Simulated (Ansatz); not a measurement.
Basis-set extrapolation for Cl₃FSi, SMILES `F[Si](Cl)(Cl)Cl` (PBE0-D4/def2-TZVP geometry, frozen core, Ansatz 0.2.0). Multiplicity 1, RHF reference.

|  | def2-TZVPP | def2-QZVPP |
| --- | --- | --- |
| HF | -1767.202525 | -1767.254903 |
| MP2 correlation | -0.922396 | -1.016453 |
| CCSD(T) correlation | -1.006231 | not run |

Energies in hartree. Use E(X) = E(∞) + A·exp(−7.88·√X) for Hartree–Fock and E(X) = E(∞) + B·X^(−2.97) for correlation, with X = 3 and 4, and add CCSD(T) minus MP2 of the smaller set to the MP2 limit.

Question: What is the CCSD(T) energy at the basis-set limit?

Answer: HF limit: -1767.254903 + (-0.052378) × 0.13774 = -1767.26212. MP2 limit: -1.016453 + (-0.094057) × 0.74074 = -1.08612. Higher-order term: -1.006231 − (-0.922396) = -0.08384. Total: -1768.43208 hartree, 140.1 kcal/mol below CCSD(T)/def2-TZVPP.
